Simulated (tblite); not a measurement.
C$_{2}$H$_{6}$Be, triplet, geometry from GFN2-xTB (such geometries of metal compounds can be far from the true shape) (a higher spin typed on purpose: for a closed-shell molecule this is an excited state); GFN1-xTB (tblite 0.6.0).

tblite was given this input:
```
$ tblite run mol.xyz --method gfn1 --charge 0 --spin 2 --guess eeq --json tblite.json --no-restart

# file mol.xyz
9

Be    -0.59151348     0.70898352    -0.63341171
C      1.13439908     0.00718795    -0.73541342
H      1.28983714    -0.98386020    -0.33761048
H      1.76817134     0.71261334    -0.21642873
H      1.35997484     0.01618799    -1.79336085
C     -0.94778829    -0.23317345     0.93651902
H     -1.24309839    -1.23320178     0.65224027
H     -1.78919833     0.28921990     1.37213089
H     -0.13929735    -0.28098028     1.65004216
```

Problem. Predict the main parts of the log of this tblite run.

Solution. 
```
xTB calculator
 | screened Coulomb repulsion
 | Coulomb electrostatics
 |  * isotropic Klopman-Ohno-Mataga-Nishimoto electrostatics
 |  * onsite third-order electrostatics
 | DFT-D3(BJ) dispersion correction

halogen bonding energy    0.0000000000000E+00 Eh
repulsion energy          1.1650220596325E-01 Eh
dispersion energy        -1.9838003825888E-03 Eh
number of electrons       1.6000000000000E+01 e
integral cutoff           3.8372252746362E+01 bohr

------------------------------------------------------------
  cycle        total energy    energy error   density error
------------------------------------------------------------
      1     -8.028447604541  -8.1429660E+00   5.5076839E-01
      2     -8.061708925208  -3.3261321E-02   3.2818736E-01
      3     -8.062400839013  -6.9191380E-04   6.1320825E-02
      4     -8.062669675781  -2.6883677E-04   6.9379021E-03
      5     -8.062682060374  -1.2384592E-05   2.8516433E-03
      6     -8.062697197862  -1.5137489E-05   3.6323626E-04
      7     -8.062697335733  -1.3787079E-07   1.7650125E-05
------------------------------------------------------------

electronic energy        -8.1772157413138E+00 Eh
total energy             -8.0626973357331E+00 Eh

Post processing:
 | Mayer-Wiberg bond orders

[Info] JSON dump of results written to 'tblite.json'
```
